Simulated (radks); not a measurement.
Results of a calculation; reference values are marked as such.
Spherical jellium clusters: N electrons in a uniform positive sphere of charge N and radius rs N^(1/3), rs = 5.39 bohr. Level of theory: non-relativistic Kohn-Sham, PBE, spin-polarised, spherical densities (a radial shooting solver with Libxc functionals). Levels are named by radial order and angular momentum (1s, 1p, 1d, 2s, ...), and open shells are averaged over m.

N = 8, configuration 1s2 1p6. This is the lowest configuration that the search found. Occupied and some empty levels:

| level | occupation | eigenvalue (eV) | <r> (bohr) |
|---|---|---|---|
| 1s | 2 | -3.2235 | 7.226 |
| 1p | 6 | -2.5493 | 8.459 |
| 1d | 0 | -1.6792 | 9.542 |
| 2s | 0 | -1.2145 | 8.889 |
| 1f | 0 | -0.70305 | 10.84 |

Energy (eV): total -14.2542, kinetic 7.9585, external -192.73, Hartree 96.123, exchange-correlation -22.540, background 96.931.
